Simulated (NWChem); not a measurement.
System meant: C2H8OSi; SMILES C[C@H]([SiH3])O

The following NWChem deck was run.

```
start job
memory heap 200 mb stack 900 mb global 1100 mb
geometry units angstroms noautoz
  C     -1.148890     1.275738     0.148048
  C      0.032068     0.500364    -0.403801
  O      1.210769     1.079371     0.137545
  Si    -0.029590    -1.356634     0.042876
  H     -1.050416     2.342502    -0.108010
  H     -2.099515     0.905073    -0.264388
  H     -1.190553     1.198399     1.245630
  H      0.021067     0.596239    -1.510237
  H      1.973675     0.673021    -0.286552
  H     -0.134005    -1.521464     1.523989
  H      1.244427    -1.994956    -0.419869
  H     -1.178353    -2.055630    -0.615806
end
basis spherical
  C library def2-svp
  O library def2-svp
  Si library def2-svp
  H library def2-svp
end
dft
  xc b3lyp
  iterations 4
  mulliken
end
task dft energy
```

End of the output:

```
    Atom       Charge   Shell Charges
 -----------   ------   -------------------------------------------------------
    1 C    6     6.06   1.96  0.58  0.30  1.90  1.24  0.07
    2 C    6     6.09   1.96  0.61  0.32  1.89  1.18  0.13
    3 O    8     8.14   1.97  0.89  0.59  2.72  1.94  0.02
    4 Si  14    13.57   2.00  1.93  0.68  0.34  5.82  1.33  1.20  0.26
    5 H    1     0.97   0.64  0.27  0.06
    6 H    1     0.97   0.64  0.27  0.06
    7 H    1     0.97   0.64  0.27  0.06
    8 H    1     0.99   0.65  0.27  0.07
    9 H    1     0.93   0.57  0.17  0.18
   10 H    1     1.09   0.65  0.42  0.02
   11 H    1     1.11   0.65  0.43  0.02
   12 H    1     1.10   0.65  0.43  0.02

 center of mass
 --------------
 x =   0.05989803 y =  -0.00051116 z =   0.01078436

 moments of inertia (a.u.)
 ------------------
         433.358116785642           0.000000000000           0.000000000000
           0.000000000000         223.602235569084           0.000000000000
           0.000000000000           0.000000000000         589.265077215875

     Multipole analysis of the density
     ---------------------------------

     L   x y z        total         alpha         beta         nuclear
     -   - - -        -----         -----         ----         -------
     0   0 0 0     -0.000000    -21.000000    -21.000000     42.000000

     1   1 0 0      0.024416      0.012208      0.012208     -0.000000
     1   0 1 0     -0.116041     -0.058020     -0.058020     -0.000000
     1   0 0 1     -0.442809     -0.221405     -0.221405      0.000000

     2   2 0 0    -23.866213    -71.756109    -71.756109    119.646005
     2   1 1 0     -0.942362      3.328420      3.328420     -7.599203
     2   1 0 1     -1.184543      0.505893      0.505893     -2.196330
     2   0 2 0    -27.981753   -130.767748   -130.767748    233.553744
     2   0 1 1     -0.809083     -0.014265     -0.014265     -0.780552
     2   0 0 2    -25.832420    -27.412785    -27.412785     28.993149

 ------------------------------------------------------------------------
 dft energy failed                                                                                  0
 ------------------------------------------------------------------------
 ------------------------------------------------------------------------
  current input line :
    28: task dft energy
 ------------------------------------------------------------------------
 ------------------------------------------------------------------------
 This type of error is most commonly associated with calculations not reaching convergence criteria
 ------------------------------------------------------------------------
 For more information see the NWChem manual at https://nwchemgit.github.io

0:dft energy failed:Received an Error in Communication
```

Problem. What is wrong, and how is it mended?

Solution. The run did not converge; its last values are not results. Cause: the SCF was allowed too few iterations. This input runs:
```
start job
memory heap 200 mb stack 900 mb global 1100 mb
geometry units angstroms noautoz
  C     -1.148890     1.275738     0.148048
  C      0.032068     0.500364    -0.403801
  O      1.210769     1.079371     0.137545
  Si    -0.029590    -1.356634     0.042876
  H     -1.050416     2.342502    -0.108010
  H     -2.099515     0.905073    -0.264388
  H     -1.190553     1.198399     1.245630
  H      0.021067     0.596239    -1.510237
  H      1.973675     0.673021    -0.286552
  H     -0.134005    -1.521464     1.523989
  H      1.244427    -1.994956    -0.419869
  H     -1.178353    -2.055630    -0.615806
end
basis spherical
  C library def2-svp
  O library def2-svp
  Si library def2-svp
  H library def2-svp
end
dft
  xc b3lyp
  iterations 150
  mulliken
end
task dft energy
```
It converges to -445.53796 Ha (B3LYP/def2-SVP).
